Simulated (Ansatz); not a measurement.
Start from `[AlH2][N]([SiH3])[SiH3]` and change one atom or group to get `[SiH3][N]([SiH3])[Ag]`.

Ansatz, PBE0-D4/def2-TZVP geometries, multiplicity 1. 

Elements past krypton have def2 core potentials.

```json
{"property": "HOMO–LUMO gap (PBE/def2-TZVPP) / eV", "`[AlH2][N]([SiH3])[SiH3]`": "4.72"}
{"property": "HOMO energy (B3LYP/def2-TZVPP) / eV", "`[AlH2][N]([SiH3])[SiH3]`": "-7.71"}
{"property": "LUMO energy (PBE0/def2-TZVPP) / eV", "`[AlH2][N]([SiH3])[SiH3]`": "-1.21"}
{"property": "size of the dipole moment (ωB97M-V/def2-TZVPP) / D", "`[AlH2][N]([SiH3])[SiH3]`": "0.33"}
{"property": "HOMO–LUMO gap (B3LYP/def2-TZVPP) / eV", "`[AlH2][N]([SiH3])[SiH3]`": "6.30"}
{"property": "HOMO–LUMO gap (PBE0/def2-TZVPP) / eV", "`[AlH2][N]([SiH3])[SiH3]`": "6.72"}
```

What does the change do to each property? (An estimate is asked.)

Computed: 
| property | `[SiH3][N]([SiH3])[Ag]` | shift |
| --- | --- | --- |
| HOMO–LUMO gap (PBE/def2-TZVPP) / eV | 1.52 | -3.20 |
| HOMO energy (B3LYP/def2-TZVPP) / eV | -6.43 | 1.28 |
| LUMO energy (PBE0/def2-TZVPP) / eV | -3.06 | -1.85 |
| size of the dipole moment (ωB97M-V/def2-TZVPP) / D | 5.60 | 5.27 |
| HOMO–LUMO gap (B3LYP/def2-TZVPP) / eV | 3.00 | -3.30 |
| HOMO–LUMO gap (PBE0/def2-TZVPP) / eV | 3.52 | -3.20 |

With PBE0 the HOMO rises by 1.35 eV and the LUMO falls by 1.85 eV, so the gap narrows by about 3.20 eV. PBE moves the HOMO by 1.24 eV and ωB97M-V by 1.44 eV. Dipoles are sizes alone; their direction can turn.

B3LYP here is the variant with VWN-RPA as its local correlation; programs differ in this.
